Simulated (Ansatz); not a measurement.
Cartesian coordinates in Å:
```
C 0.869 -0.402 0.949
B -0.122 0.293 -0.046
Ga -1.036 -0.733 -1.618
Te -0.606 2.353 0.153
H 1.709 -0.837 0.394
H 0.374 -1.253 1.434
H 1.276 0.244 1.730
H -2.412 -1.484 -1.437
H -0.389 -0.825 -3.053
H 0.337 2.645 1.492
```

The species carries charge 0 and has multiplicity 1. Te: def2 effective core potential.

(1) List the PBE/def2-TZVPP orbital energies in eV (Ansatz 0.2.0). (Best estimate.)

Answers

(1) Ansatz gave: Occupied: -10093.37, -1233.33, -1093.05, -1092.93, -1092.92, -268.71, -177.73, -164.47, -143.04, -114.85, -114.68, -114.65, -97.71, -97.35, -97.33, -40.92, -40.86, -40.81, -40.68, -40.67, -19.71, -19.56, -19.55, -19.41, -19.37, -17.62, -16.09, -11.66, -10.22, -10.01, -9.90, -9.21, -7.21, -7.12, -6.09, -6.02. Lowest empty: -2.59, -2.34, -1.06, 0.05, 0.49, 0.86, 1.51, 1.61.
